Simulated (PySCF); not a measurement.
## Distorted geometries of OsS3F2

OsS3F2 (singlet). PySCF 2.14.0, RKS B3LYP, Os def2-SVP with ECP60, S def2-SVP, F def2-SVP; non-relativistic Hamiltonian with scalar-relativistic core potentials where named; density fitting; no spin-orbit coupling. Relaxed geometry:

```xyz
6

Os   -0.0467    0.0000    0.0000
S    -1.1134    0.0000    1.8417
S    -1.1134    0.0000   -1.8417
S     2.0818    0.0000    0.0000
F    -0.0459    1.9330    0.0000
F    -0.0459   -1.9330    0.0000
```

**Question.** Order these distorted geometries by energy above the relaxed one, lowest first.
A.
```xyz
6

Os   -0.0594   -0.0994   -0.0885
S    -1.0944    0.0703    1.7998
S    -1.1587   -0.0949   -1.7668
S     2.0943    0.0535   -0.0023
F     0.0540    2.0043   -0.0143
F    -0.1192   -1.9337    0.0722
```
B.
```xyz
6

Os   -0.0033    0.1070    0.0764
S    -1.0868   -0.0937    1.8912
S    -1.1621    0.0092   -1.9224
S     2.0955   -0.0855   -0.0204
F    -0.0714    1.9928    0.0069
F    -0.0553   -1.9299   -0.0318
```
C.
```xyz
6

Os   -0.1245    0.0017    0.0563
S    -1.0429   -0.0237    1.8722
S    -1.0513    0.0212   -1.8789
S     2.0123   -0.0408   -0.0386
F    -0.0627    2.0071   -0.0844
F    -0.0144   -1.9655    0.0733
```

**Answer.** C (0.34 eV), B (0.49 eV), A (0.65 eV).

**Question.** Which forces (eV/Å) act in the one that lies 0.34 eV up?

**Answer.** 
```
Os   2.79  0.63 -3.61
S   -1.52  0.20  2.42
S   -0.34 -0.23  0.50
S   -0.25  0.22  0.28
F   -0.23 -1.37  0.47
F   -0.46  0.55 -0.06
```
Forces carry noise of the integration grid, about 0.01 to 0.03 eV/Å.
